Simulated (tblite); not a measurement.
Compound: C₇H₁₇BSi.
Numbering: `[BH2:1][C@@:2]([CH3:3])([SiH2:4][CH2:5][CH3:6])[CH:7]1[CH2:8][CH2:9]1` (hydrogens: H10, H11 on B1; H12, H13, H14 on C3; H15, H16 on Si4; H17, H18 on C5; H19, H20, H21 on C6; H22 on C7; H23, H24 on C8; H25, H26 on C9)

Computed with GFN2-xTB (tblite), gas phase: L-BFGS steps from a force-field or distance-geometry start until the largest atomic force falls under 0.01 eV/Å.

Step 72: E = -723.1142 eV
```
atom  x, y, z in Å  |  force x, y, z in eV/Å
B1     -0.5309   -0.8479   -1.2689    0.004  -0.002   0.007
C2     -0.5319   -0.2710    0.1681   -0.013   0.030  -0.001
C3     -0.1664   -1.2743    1.2719   -0.030   0.015  -0.016
Si4     0.8987    1.0551    0.0540    0.018  -0.001   0.035
C5      2.6096    0.2992    0.4264   -0.017  -0.010  -0.022
C6      3.1432   -0.5698   -0.7082    0.001   0.006   0.001
C7     -1.7578    0.4987    0.6278   -0.018  -0.006  -0.002
C8     -2.5313    1.4114   -0.2732    0.014   0.014   0.008
C9     -3.1320    0.1113    0.1670   -0.003   0.006   0.012
H10    -1.1094   -0.3314   -2.1456    0.000   0.004   0.014
H11     0.0917   -1.8090   -1.5160    0.022  -0.002   0.009
H12    -0.9974   -1.9609    1.4323   -0.001  -0.001   0.000
H13     0.0336   -0.7677    2.2173    0.010  -0.030   0.001
H14     0.7069   -1.8605    0.9962   -0.033   0.002   0.029
H15     0.6059    2.0432    1.1097    0.021  -0.019  -0.056
H16     0.9283    1.7312   -1.2512   -0.004   0.012   0.058
H17     3.3188    1.1054    0.6225   -0.027  -0.027  -0.017
H18     2.5624   -0.2967    1.3395    0.030   0.031  -0.011
H19     4.0966   -1.0235   -0.4429    0.019   0.016   0.021
H20     3.2892    0.0270   -1.6047    0.005   0.008  -0.032
H21     2.4436   -1.3666   -0.9461   -0.004  -0.012   0.001
H22    -1.6888    0.8242    1.6627    0.012  -0.017  -0.023
H23    -2.9297    2.3227    0.1472   -0.003   0.019  -0.007
H24    -2.2169    1.5133   -1.2987    0.001  -0.021  -0.004
H25    -3.9469    0.1424    0.8760   -0.005  -0.031  -0.007
H26    -3.2100   -0.6832   -0.5601    0.001   0.016   0.002
```

Step 73: E = -723.1148 eV
```
atom  x, y, z in Å  |  force x, y, z in eV/Å
B1     -0.5303   -0.8469   -1.2671    0.004  -0.003  -0.003
C2     -0.5333   -0.2690    0.1703    0.002   0.000  -0.023
C3     -0.1677   -1.2751    1.2716   -0.027   0.015  -0.007
Si4     0.8985    1.0550    0.0576    0.020  -0.006   0.017
C5      2.6095    0.2987    0.4272   -0.007  -0.023  -0.036
C6      3.1423   -0.5693   -0.7087    0.025  -0.009  -0.033
C7     -1.7597    0.5001    0.6287    0.012  -0.001  -0.017
C8     -2.5319    1.4114   -0.2758    0.019   0.013   0.020
C9     -3.1324    0.1116    0.1665   -0.008   0.014   0.003
H10    -1.1084   -0.3294   -2.1446    0.013  -0.011   0.026
H11     0.0933   -1.8090   -1.5134    0.004   0.025   0.014
H12    -0.9998   -1.9599    1.4332   -0.005  -0.004  -0.003
H13     0.0363   -0.7719    2.2179    0.010  -0.025   0.000
H14     0.7036   -1.8630    0.9919   -0.039   0.008   0.034
H15     0.6079    2.0433    1.1121    0.016  -0.009  -0.042
H16     0.9287    1.7306   -1.2480   -0.004   0.014   0.058
H17     3.3194    1.1047    0.6216   -0.031  -0.026  -0.014
H18     2.5657   -0.2988    1.3393    0.025   0.034  -0.003
H19     4.1026   -1.0136   -0.4471   -0.019   0.024   0.009
H20     3.2789    0.0266   -1.6088   -0.003  -0.014   0.003
H21     2.4483   -1.3743   -0.9417    0.021   0.024   0.017
H22    -1.6894    0.8262    1.6634   -0.002  -0.012  -0.025
H23    -2.9306    2.3236    0.1428   -0.002   0.011  -0.013
H24    -2.2154    1.5113   -1.3014   -0.005  -0.022   0.017
H25    -3.9468    0.1438    0.8752   -0.023  -0.030  -0.001
H26    -3.2102   -0.6839   -0.5596    0.004   0.014   0.004
```

Q: Estimate the geometry and energy of step 74. (The exact step hangs on the optimiser's Hessian estimate; all steps are aligned on step 73, rigid shifts and turns removed.)

A: E = -723.1154 eV, largest force 0.057 eV/Å
```
atom  x, y, z in Å  |  force x, y, z in eV/Å
B1     -0.5296   -0.8454   -1.2643    0.005  -0.001  -0.011
C2     -0.5354   -0.2668    0.1734    0.020  -0.036  -0.039
C3     -0.1699   -1.2760    1.2719   -0.013   0.009   0.008
Si4     0.8982    1.0549    0.0599    0.013  -0.022  -0.014
C5      2.6095    0.2994    0.4246    0.002  -0.032  -0.037
C6      3.1432   -0.5702   -0.7096    0.013   0.003  -0.019
C7     -1.7626    0.5007    0.6307    0.040   0.005  -0.033
C8     -2.5328    1.4119   -0.2761    0.016   0.007   0.026
C9     -3.1334    0.1116    0.1660   -0.012   0.021  -0.008
H10    -1.1083   -0.3275   -2.1418    0.021  -0.022   0.029
H11     0.0972   -1.8068   -1.5103   -0.013   0.047   0.018
H12    -1.0020   -1.9605    1.4335   -0.014  -0.004  -0.007
H13     0.0374   -0.7778    2.2202    0.005  -0.013  -0.002
H14     0.7000   -1.8649    0.9895   -0.039   0.012   0.030
H15     0.6101    2.0457    1.1098    0.008   0.010  -0.011
H16     0.9273    1.7291   -1.2458   -0.005   0.019   0.046
H17     3.3192    1.1060    0.6153   -0.024  -0.013  -0.011
H18     2.5703   -0.2957    1.3379    0.015   0.023   0.009
H19     4.1005   -1.0145   -0.4437    0.031  -0.003   0.023
H20     3.2858    0.0236   -1.6084   -0.003   0.024  -0.036
H21     2.4515   -1.3742   -0.9475   -0.013   0.003   0.026
H22    -1.6919    0.8258    1.6653   -0.013  -0.003  -0.017
H23    -2.9329    2.3245    0.1411    0.002   0.003  -0.018
H24    -2.2140    1.5105   -1.3017   -0.011  -0.021   0.038
H25    -3.9479    0.1424    0.8739   -0.039  -0.024   0.006
H26    -3.2104   -0.6833   -0.5608    0.007   0.008   0.003
```

The energy changes by -0.0006 eV. The first-order estimate −F·Δx gives -0.0011 eV and the mean of the old and new forces, exact on a quadratic surface, -0.0006 eV. The step makes an angle of 72° with the force vector and moves no atom by more than 0.008 Å.

The cost below is that of the whole relaxation. On one thread, Arm Neoverse V2 (aarch64), no GPU, shared host with 192 logical CPUs at a one-minute load of 32, this took 2.1 s of wall time.
